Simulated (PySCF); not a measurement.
# Excitation energy of Hf by level of theory

Hf [Xe] 4f14 5d2 6s2 (3F) → Hf [Xe] 4f14 5d1 6s2 6p1 (high-spin determinant), as a difference of total energies. Calculation: PySCF 2.14, in x2c-TZVPPall with one added diffuse shell each of s, p, d, f type (12s8p8d4f1g, 113 functions); the spin-free X2C one-electron Hamiltonian (Gaussian nucleus). Correlated levels: valence and next inner shell: [Kr] 4d10 4f14 frozen. The calculations carry no spin-orbit coupling.

| method | excitation energy (eV) |
| --- | --- |
| UHF | 1.607 |
| MP2 (valence and next inner shell) | 1.935 |
| SCS-MP2 (valence and next inner shell) | 1.862 |
| CCSD (valence and next inner shell) | 1.683 |
| CCSD(T) (valence and next inner shell) | 1.625 |

A first-order spin-orbit estimate (lowest level to lowest level, LS coupling) adds -0.113 eV.

The coupled-cluster amplitudes are large for the upper state (T1 above 0.03 or a double amplitude above 0.15), so a single reference is strained.

The determinant of the upper state mixes LS terms, which raises its energy above the lowest term, most at the Hartree-Fock and MP2 levels.
